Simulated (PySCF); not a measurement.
H8Si3, charge +1, doublet, geometry from GFN2-xTB (a state made from the parent by changing its charge; the spin is typed, not shown lowest); PySCF with CCSD(T)/STO-3G.

Here is a job for PySCF.
```python
from pyscf import gto, scf, cc

mol = gto.Mole()
mol.atom = '''
    Si    1.73006259    0.88617971   -0.01821925
    Si    0.21430832   -1.03910606   -0.11847187
    Si   -1.93611862    0.11291389    0.13212917
    H     3.05494759    0.29289400   -0.13804698
    H     1.35438441    1.72882927   -1.14918317
    H     1.47531091    1.50967649    1.27664176
    H     0.46584425   -2.03082472    0.92986925
    H     0.32388443   -1.79829328   -1.36643948
    H    -2.00324331    1.05008294   -0.98479523
    H    -1.86962290    0.76938187    1.43401237
    H    -2.91703742   -0.96157215    0.06180881
'''
mol.basis = 'sto-3g'
mol.charge = 1
mol.spin = 1
mol.verbose = 4
mol.build()

mf = scf.UHF(mol)
mf.kernel()

mycc = cc.CCSD(mf, frozen=15)
mycc.kernel()
et = mycc.ccsd_t()
print('E(CCSD(T)) = %.10f' % (mycc.e_tot + et))
```

Q: Write the output that PySCF gives for this input, abridged.

A: 
```
PySCF version 2.14.0

[INPUT] verbose = 4
[INPUT] num. atoms = 11
[INPUT] num. electrons = 49
[INPUT] charge = 1
[INPUT] spin (= nelec alpha-beta = 2S) = 1
[INPUT] symmetry False subgroup None
[INPUT] Mole.unit = angstrom
[INPUT] Symbol           X                Y                Z      unit          X                Y                Z       unit  Magmom
[INPUT]  1 Si     1.730062590000   0.886179710000  -0.018219250000 AA    3.269344473456   1.674636949046  -0.034429392695 Bohr   0.0
[INPUT]  2 Si     0.214308320000  -1.039106060000  -0.118471870000 AA    0.404984031016  -1.963625867776  -0.223879387765 Bohr   0.0
[INPUT]  3 Si    -1.936118620000   0.112913890000   0.132129170000 AA   -3.658733936471   0.213376327759   0.249687944366 Bohr   0.0
[INPUT]  4 H      3.054947590000   0.292894000000  -0.138046980000 AA    5.773014270000   0.553489443528  -0.260870984523 Bohr   0.0
[INPUT]  5 H      1.354384410000   1.728829270000  -1.149183170000 AA    2.559415602281   3.267013836432  -2.171641458259 Bohr   0.0
[INPUT]  6 H      1.475310910000   1.509676490000   1.276641760000 AA    2.787933568483   2.852875102795   2.412503285583 Bohr   0.0
[INPUT]  7 H      0.465844250000  -2.030824720000   0.929869250000 AA    0.880318049203  -3.837702527797   1.757198214155 Bohr   0.0
[INPUT]  8 H      0.323884430000  -1.798293280000  -1.366439480000 AA    0.612052868711  -3.398281790846  -2.582196382993 Bohr   0.0
[INPUT]  9 H     -2.003243310000   1.050082940000  -0.984795230000 AA   -3.785581216767   1.984369164678  -1.860993273478 Bohr   0.0
[INPUT] 10 H     -1.869622900000   0.769381870000   1.434012370000 AA   -3.533075237215   1.453921019506   2.709890638538 Bohr   0.0
[INPUT] 11 H     -2.917037420000  -0.961572150000   0.061808810000 AA   -5.512401818908  -1.817108012509   0.116801722985 Bohr   0.0

nuclear repulsion = 190.686263559567
number of shells = 23
number of NR pGTOs = 105
number of NR cGTOs = 35
basis = sto-3g
ecp = {}

******** <class 'pyscf.scf.uhf.UHF'> ********
method = UHF
initial guess = minao
damping factor = 0
level_shift factor = 0
DIIS = <class 'pyscf.scf.diis.CDIIS'>
diis_start_cycle = 1
diis_space = 8
diis_damp = 0
SCF conv_tol = 1e-09
SCF conv_tol_grad = None
SCF max_cycles = 50
direct_scf = True
direct_scf_tol = 1e-13
number electrons alpha = 25  beta = 24
Set gradient conv threshold to 3.16228e-05
init E= -860.350067472147

cycle= 1 E= -861.206823452478  delta_E= -0.857  |g|= 0.15  |ddm|= 2.29
cycle= 2 E= -861.231954932299  delta_E= -0.0251  |g|= 0.0336  |ddm|= 0.316
cycle= 3 E= -861.233594726289  delta_E= -0.00164  |g|= 0.0116  |ddm|= 0.0729
cycle= 4 E= -861.233885473023  delta_E= -0.000291  |g|= 0.00475  |ddm|= 0.0364
cycle= 5 E= -861.233951466624  delta_E= -6.6e-05  |g|= 0.0017  |ddm|= 0.0218
cycle= 6 E= -861.233959943783  delta_E= -8.48e-06  |g|= 0.000566  |ddm|= 0.00895
cycle= 7 E= -861.233960762608  delta_E= -8.19e-07  |g|= 0.000222  |ddm|= 0.00239
cycle= 8 E= -861.233960896234  delta_E= -1.34e-07  |g|= 6.54e-05  |ddm|= 0.00104
cycle= 9 E= -861.233960909044  delta_E= -1.28e-08  |g|= 1.49e-05  |ddm|= 0.000349
cycle= 10 E= -861.23396090973  delta_E= -6.86e-10  |g|= 3.66e-06  |ddm|= 7.37e-05
Extra cycle  E= -861.233960909762  delta_E= -3.25e-11  |g|= 2.06e-06  |ddm|= 8.74e-06
converged SCF energy = -861.233960909762  <S^2> = 0.76574564  2S+1 = 2.0156841

******** <class 'pyscf.cc.uccsd.UCCSD'> ********
CC2 = 0
CCSD nocc = (np.int64(10), np.int64(9)), nmo = (20, 20)
frozen orbitals 15
max_cycle = 50
direct = 0
conv_tol = 1e-07
conv_tol_normt = 1e-06
diis_space = 6
diis_start_cycle = 0
diis_start_energy_diff = 1e+09
Init t2, MP2 energy = -0.115114967877203
Init E_corr(UCCSD) = -0.115114967884196
cycle = 1  E_corr(UCCSD) = -0.150363967064752  dE = -0.0352489992  norm(t1,t2) = 0.0831946
cycle = 2  E_corr(UCCSD) = -0.162551745032861  dE = -0.012187778  norm(t1,t2) = 0.0326872
cycle = 3  E_corr(UCCSD) = -0.17004327860996  dE = -0.00749153358  norm(t1,t2) = 0.0141687
cycle = 4  E_corr(UCCSD) = -0.169927588824951  dE = 0.000115689785  norm(t1,t2) = 0.00297781
cycle = 5  E_corr(UCCSD) = -0.169947442286725  dE = -1.98534618e-05  norm(t1,t2) = 0.000773864
cycle = 6  E_corr(UCCSD) = -0.169948731000613  dE = -1.28871389e-06  norm(t1,t2) = 0.000332028
cycle = 7  E_corr(UCCSD) = -0.169942154958023  dE = 6.57604259e-06  norm(t1,t2) = 0.000155024
cycle = 8  E_corr(UCCSD) = -0.169945049902359  dE = -2.89494434e-06  norm(t1,t2) = 4.96359e-05
cycle = 9  E_corr(UCCSD) = -0.169945768455258  dE = -7.18552899e-07  norm(t1,t2) = 2.23826e-05
cycle = 10  E_corr(UCCSD) = -0.16994578270676  dE = -1.42515021e-08  norm(t1,t2) = 8.76466e-06
cycle = 11  E_corr(UCCSD) = -0.169945323023934  dE = 4.59682826e-07  norm(t1,t2) = 2.90392e-06
cycle = 12  E_corr(UCCSD) = -0.169945215368125  dE = 1.0765581e-07  norm(t1,t2) = 8.98869e-07
cycle = 13  E_corr(UCCSD) = -0.16994520467856  dE = 1.06895648e-08  norm(t1,t2) = 3.82387e-07
UCCSD converged
E(UCCSD) = -861.4039061144408  E_corr = -0.1699452046785597
UCCSD(T) correction = -0.001711130571009
E(CCSD(T)) = -861.4056172450
```
